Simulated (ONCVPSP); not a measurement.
## Which change was made? (Al, ONCV)

Al (Z = 13), optimised norm-conserving Vanderbilt (ONCV), made with ONCVPSP 4.0.1 (PBEsol, scalar-relativistic). Core [Ne], reference 3s2 3p1. Waves: 3s: rc 2.05 bohr, ncon 4, nbas 7, qcut 2.4 1/bohr, 1 projector; 3p: rc 2.10 bohr, ncon 5, nbas 9, qcut 4.6 1/bohr, 3 projectors, debl 0.8 Ha; d scattering state at 0.03 Ha: rc 1.85 bohr, ncon 3, nbas 6, qcut 5.2 1/bohr, 3 projectors, debl 2.2 Ha. Local part: polynomial inside 1.25 bohr (lpopt 1, dvloc0 3 Ha). Core correction: none.

Cutoffs, loose and tight: the cutoffs (Ha) at which the residual kinetic energy of the hardest occupied pseudo-wave falls to 1 and 0.1 mHa per electron. They do not see the model core or the augmentation charge, which bear on the density cutoff. Test errors are all-electron minus pseudo excitation energies from the reference, over the configurations 3s2 3p0; 3s1 3p0; 3s2 3p0.5; 3s1 3p1; variants that change the core or the reference have their own tests.

The base gives: outcome: generated; cutoff, loose: 18 Ha; cutoff, tight: 27 Ha; bound ghosts: p; GHOST(+) flags above zero: p; largest test error (meV): +21.

(1) After one change the result is: outcome: generated; cutoff, loose: 14 Ha; cutoff, tight: 40 Ha; bound ghosts: p; GHOST(+) flags above zero: p; largest test error (meV): +22. Which change was it?
A. reference 3s1.5 3p1.5; s: rc 1.85, qcut 2.7
B. all radii scaled by about 0.89 (s 1.82, p 1.86, d 1.64 bohr); local potential polynomial inside 1.10 bohr (lpopt 1, dvloc0 3 Ha)
C. local potential polynomial inside 1.20 bohr (lpopt 5, dvloc0 0 Ha)

## Answers

(1) B. The others give: reference 3s1.5 3p1.5; s: rc 1.85, qcut 2.7 → outcome: generated; cutoff, loose: 11 Ha; cutoff, tight: 29 Ha; bound ghosts: p; GHOST(+) flags above zero: p; largest test error (meV): +12 | local potential polynomial inside 1.20 bohr (lpopt 5, dvloc0 0 Ha) → outcome: generated; cutoff, loose: 18 Ha; cutoff, tight: 27 Ha; bound ghosts: p; GHOST(+) flags above zero: s, p, d; largest test error (meV): +39.
